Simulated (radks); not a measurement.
The numbers below are computed, except where a source is named.
Q: All-electron atom: Zn II in [Ar] 3d10 4s1. Code: a radial shooting solver on a logarithmic mesh with Libxc functionals. Model: Dirac Kohn-Sham, Slater X-alpha with alpha = 0.667, spin-unpolarised, spherical densities, point nucleus.

Spin-orbit splittings of the eigenvalues, e(l+1/2) - e(l-1/2), with zeta = 2 splitting/(2l+1) and mean radii in bohr:

| shell | occ. | splitting (eV) | zeta (eV) | <r> j=l-1/2 | <r> j=l+1/2 |
|---|---|---|---|---|---|
| 2p | 6 | 23.81 | 15.88 | 0.1961 | 0.1995 |
| 3p | 6 | ? | ? | 0.7073 | 0.7183 |
| 3d | 10 | 0.3590 | 0.1436 | 0.8976 | 0.9054 |

Estimate the 3p splitting.

A: 3.073 eV (zeta = 2.049 eV).
